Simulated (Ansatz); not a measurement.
`F[Si](F)([SiH3])Cl` + H₂S → `F[Si](F)(S)Cl` + SiH₄ at 500 K and 1 bar (cleavage of the Si–Si bond).

Program: Ansatz. Geometries: PBE0-D4/def2-TZVP. ΔE: electronic, gas phase. CCSD(T)/CBS is the MP2 limit (def2-TZVPP, def2-QZVPP) plus CCSD(T) − MP2 in def2-TZVPP, frozen cores. This one scheme is used for every species. One conformer a species, not always the lowest.

```csv
species,CCSD(T)/CBS energy (Eh),H − E (kJ/mol),S (J/(mol·K))
`F[Si](F)([SiH3])Cl`,-1239.50998,133.9,425.8
H₂S,-398.97279,57.0,224.0
`F[Si](F)(S)Cl`,-1347.04322,87.4,396.0
SiH₄,-291.46306,102.4,230.9
```

H − E and S are ideal-gas, rigid-rotor, harmonic terms from PBE0-D4/def2-TZVP, for one conformer and one mirror image of each species. 1 Eh = 2625.50 kJ/mol, R = 8.31446 J/(mol·K).

Problem. By hand: ΔE, ΔH, ΔS and ΔG.

Solution. ΔE = (-1347.04322) + (-291.46306) − (-1239.50998) − (-398.97279) = -0.02351 Eh = -61.7 kJ/mol. Δ(H − E) = 87.4 + 102.4 − 133.9 − 57.0 = -1.1, so ΔH = -62.8 kJ/mol. ΔS = 396.0 + 230.9 − 425.8 − 224.0 = -22.9 J/(mol·K). ΔG = -62.8 − 500 × (-22.9)/1000 = -51.3 kJ/mol.

Problem. By hand: the equilibrium constant, and the temperature at which ΔG would vanish if ΔH and ΔS stayed fixed.

Solution. log₁₀ K = −ΔG/(RT ln 10) = 5.4. ΔG = 0 at ΔH/ΔS = 2742 K, far beyond where these terms or the molecules hold.

ΔH outweighs TΔS. A doubt of 5 kJ/mol in ΔE shifts log₁₀ K by 0.5 here. Other conformers and mirror images would add mixing entropy, several J/(mol·K) or more a flexible species. These are equilibria of isolated gas molecules and say nothing of rates. Largest T1 diagnostic: 0.012 (customary marks: 0.02 for closed shells, 0.045 for open ones).
